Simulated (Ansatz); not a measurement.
Sr2S2. The state is a triplet with charge 0. Geometry B3LYP-D4/def2-TZVP; atoms count from 1.

```xyz
4

Sr    0.1251   -2.1000   -0.5264
Sr   -0.0227    2.0487    0.7107
S     1.4022    0.2959   -0.8250
S    -1.5046   -0.2447    0.6407
```

In the def2 sets Sr takes a core potential; there is no spin–orbit coupling. At PBE0-D4/def2-TZVP a singlet of charge 0 lies 2.06 eV below the triplet, each at its own geometry. The structure comes from a short search, and lower isomers may exist.

Estimate the Mulliken populations from the PBE0/def2-TZVP orbitals of Ansatz.


```
atom  charge (e)  spin (α − β)
 Sr1        0.80          0.49
 Sr2        0.80          0.49
  S3       -0.80          0.51
  S4       -0.80          0.51
```
Mulliken values and Mayer orders depend strongly on the basis.

Where does the spin sit?

Summed by element: Sr 0.98, S 1.02, of 2 unpaired in all. Largest on single atoms: S3 0.51, S4 0.51, Sr2 0.49.

And the Mayer bond orders between bonded heavy atoms (over 0.3)?

Sr1–Sr2 0.51 (4.33 Å); Sr1–S3 0.63 (2.73 Å); Sr1–S4 0.63 (2.73 Å); Sr2–S3 0.63 (2.73 Å); Sr2–S4 0.63 (2.73 Å). Values over 0.3 also appear between atoms too far apart for a bond (S3–S4 0.35 at 3.30 Å); they arise where an orbital or an unpaired electron spreads over both atoms.
